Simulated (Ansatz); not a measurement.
Reaction (redistribution): `C[NH][InH][OH]` + `[CH3][Al]([NH2])[NH2]` → `C[NH][InH][CH3]` + `[NH2][Al]([NH2])[OH]`

Isolated molecules relaxed with PBE0-D4/def2-TZVP in Ansatz; ΔE leaves out vibrations. CCSD(T)/CBS adds triple-zeta CCSD(T) − MP2 to the extrapolated MP2 energy (def2 sets, frozen cores). This one scheme is used for every species. Functionals use def2-TZVPP. B3LYP here is the variant with VWN-RPA as its local correlation; programs differ in this. Elements past krypton have def2 core potentials. For In outer-core shells are correlated without core-valence functions, which leaves a few kJ/mol of doubt a bond. One conformer a species, not always the lowest.

`C[NH][InH][OH]`:

Cartesian coordinates in Å:
```
C -1.426 -0.142 -0.186
N -0.358 -0.437 0.738
In 1.590 -0.010 0.533
O 1.975 0.942 -1.171
H -2.206 0.489 0.259
H -1.039 0.403 -1.051
H -1.912 -1.046 -0.575
H -0.672 -0.929 1.559
H 2.853 -0.355 1.607
H 1.196 1.085 -1.713
```

`[CH3][Al]([NH2])[NH2]`:

Cartesian coordinates in Å:
```
C 1.390 0.057 1.028
Al -0.178 -0.013 -0.128
N -1.437 1.231 -0.020
N -0.375 -1.313 -1.317
H 1.958 -0.877 1.007
H 1.115 0.252 2.069
H 2.071 0.858 0.724
H -2.270 1.281 -0.583
H -1.413 2.002 0.626
H 0.285 -2.061 -1.448
H -1.145 -1.420 -1.957
```

`C[NH][InH][CH3]`:

Cartesian coordinates in Å:
```
C -0.402 -1.263 1.917
N -0.564 -0.426 0.755
In 0.858 0.223 -0.522
C 0.149 1.452 -2.129
H -0.957 -2.209 1.842
H -0.724 -0.770 2.845
H 0.652 -1.525 2.047
H -1.524 -0.160 0.601
H 2.433 -0.325 -0.108
H -0.914 1.662 -2.005
H 0.298 0.945 -3.084
H 0.695 2.396 -2.158
```

`[NH2][Al]([NH2])[OH]`:

Z-matrix (Å, degrees):
```
N
Al 1 1.763
H 1 1.005 2 125.9
H 1 1.006 2 123.6 3 179.9
N 2 1.768 1 121.3 3 0.1
O 2 1.698 1 116.6 3 -179.9
H 5 1.006 2 124.8 1 0.1
H 5 1.006 2 125.2 1 -179.9
H 6 0.954 2 124.5 1 -179.8
```

| level | ΔE (kJ/mol) | difference from CCSD(T)/CBS |
| --- | --- | --- |
| PBE-D4 | -72.9 | 8.0 |
| r2SCAN-D4 | -79.1 | 1.8 |
| PBE0-D4 | -79.2 | 1.7 |
| B3LYP-D4 | -80.9 | 0.0 |
| ωB97X-V | -78.0 | 2.9 |
| ωB97M-V | -80.4 | 0.5 |
| B2PLYP | -82.8 | -1.9 |
| PBE | -73.3 | 7.6 |
| r2SCAN | -79.3 | 1.6 |
| PBE0 | -79.6 | 1.3 |
| B3LYP | -81.3 | -0.4 |
| HF/def2-TZVPP | -88.3 | -7.4 |
| MP2/def2-TZVPP | -88.8 | -7.9 |
| SCS-MP2/def2-TZVPP | -87.1 | -6.2 |
| CCSD/def2-TZVPP | -87.6 | -6.7 |
| CCSD(T)/def2-TZVPP | -85.6 | -4.7 |
| HF/def2-QZVPP | -88.4 | -7.5 |
| MP2/def2-QZVPP | -86.1 | -5.2 |
| SCS-MP2/def2-QZVPP | -84.6 | -3.7 |
| HF/CBS(def2) | -88.4 | -7.5 |
| MP2/CBS(def2) | -84.1 | -3.2 |
| CCSD/CBS(def2) | -82.9 | -2.0 |
| CCSD(T)/CBS | -80.9 | 0 |

Largest T1 diagnostic among the species: 0.016.

From PBE to PBE0 (25 % exact exchange), in def2-TZVPP and without D4, ΔE moves by −6.3 kJ/mol.
